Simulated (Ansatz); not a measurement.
# Worked example: C3H5F + GeHF3 → C2H2F2 + GeH(CH3)F2

Species: C3H5F `C/C=C/F`, singlet; GeHF3 `[F][GeH]([F])[F]`, singlet; C2H2F2 `F/C=C/F`, singlet; GeH(CH3)F2, singlet. The partners trade CH3 for F: C–CH3 and Ge–F bonds give way to C–F and Ge–CH3.

Shapes, held fixed at every level: PBE0-D4/def2-TZVP. Programs: Ansatz 0.2.0. The zero-point and thermal change to 298 K, harmonic and unscaled (PBE0-D4/def2-TZVP), is -3.0 kJ/mol.

At CCSD(T)/def2-TZVPP; 1 Eh = 2625.50 kJ/mol:

```
   species   energy (Eh)
     C3H5F   -216.819514
     GeHF3  -2375.552476
    C2H2F2   -276.702119
GeH(CH3)F2  -2315.620469
```

Work out ΔH(298 K) of the reaction at this level.


1. Products less reactants: (-276.702119) + (-2315.620469) − [(-216.819514) + (-2375.552476)] = 0.049402 Eh = +129.7 kJ/mol.
2. With the thermal change: +129.7 + (-3.0) = +126.7 kJ/mol.

Other levels give +110.2 (SPW92/def2-TZVPP) to +136.1 kJ/mol (MP2/def2-TZVPP). No measured value is set beside it here. Relativity is left out for Ge. Outer-core shells of Ge are correlated, in sets that cover them unevenly.
